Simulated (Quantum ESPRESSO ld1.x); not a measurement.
All-electron atom: the germanium ion Ge4+ in [Ar] 3d10. Method: non-relativistic Kohn-Sham, PBEsol, spin-unpolarised, spherical densities, point nucleus; computed with ld1.x of Quantum ESPRESSO 7.5.

Unscreened Slater integrals over Kohn-Sham orbitals (hartree).

F0(3d,3d): 1.2918
F2(3d,3d): 0.60627
F4(3d,3d): 0.37884
F0(3d,3p): 1.3333
F2(3d,3p): 0.63451
G1(3d,3p): 0.77628
G3(3d,3p): 0.47570
F0(3d,3s): 1.3469
G2(3d,3s): 0.58715
F0(3d,2p): 1.7800
F2(3d,2p): 0.37535
G1(3d,2p): 0.29239
G3(3d,2p): 0.16657
F0(3d,2s): 1.7677
G2(3d,2s): 0.27769
F0(3p,3p): 1.3886
F2(3p,3p): 0.69479
F0(3p,3s): 1.4026
G1(3p,3s): 0.92709
F0(3p,2p): 1.8848
F2(3p,2p): 0.38381
G0(3p,2p): 0.14699
G2(3p,2p): 0.15591
F0(3p,2s): 1.8428
G1(3p,2s): 0.11450
F0(3s,3s): 1.4183
F0(3s,2p): 1.8895
G1(3s,2p): 0.15557
F0(3s,2s): 1.8572
G0(3s,2s): 0.12471
F0(2p,2p): 4.9240
F2(2p,2p): 2.3317
F0(2p,2s): 4.4976
G1(2p,2s): 2.5658
F0(2s,2s): 4.2258
